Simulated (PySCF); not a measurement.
Harmonic spectrum computed at PBE0 in the def2-TZVP basis family (core potentials from Rb on, PySCF, no spin–orbit coupling):

```tsv
symmetry	ω (cm⁻¹)	IR (km/mol, summed over degenerate members)
π	97	25.8
σ+	396	36.7
σ+	637	189
```

Which molecule gave it? In each, all ligands are bound to the one heavy central atom.
A. MoFCl (quintet)
B. SiFCl (singlet)
C. RuFCl (quintet)
D. AlFCl (doublet)
E. CoFCl (quartet)

C. It has C∞v symmetry with Ru–Cl 2.224 Å, Ru–F 1.875 Å.
